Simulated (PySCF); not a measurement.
Q: Give a PBE0-D3(BJ)/def2-SVP geometry of `[NH3+][B@H-](F)C(F)(F)F`.

A: 
Z-matrix in Å and degrees, rows numbered from 1:
```
N 
B   1  1.6340
F   2  1.3840  1  104.93
C   2  1.6206  1  102.03  3  -118.60
F   4  1.3613  2  110.46  1   -58.67
F   4  1.3317  2  115.23  1   179.83
F   4  1.3611  2  111.66  1    57.68
H   1  1.0204  2  110.97  3   -60.90
H   1  1.0219  2  110.65  3   177.75
H   1  1.0238  2  109.00  3    58.86
H   2  1.2221  1  107.03  3   123.10
```

Of the pairs four or more bonds apart, F7···H10 is among the closest relative to their van der Waals radii: 2.47 Å, 93 % of the sum of Bondi's values. N1 (nitrogen bonded to B and 3 H) is tetrahedral (angles from 108.2° to 111.0°). The 3 C–F bonds span 1.332 Å (C4–F6, drawn single) to 1.361 Å (C4–F5, drawn single), a spread of 0.029 Å. B2 (four-coordinate boron) is distorted tetrahedral (angles from 102.0° to 115.4°).

Computed with PySCF, PBE0-D3(BJ)/def2-SVP geometry optimisation, gas phase.

Point group: C1 (no symmetry element, even within 0.4 Å). Stationary, but not proved a minimum.
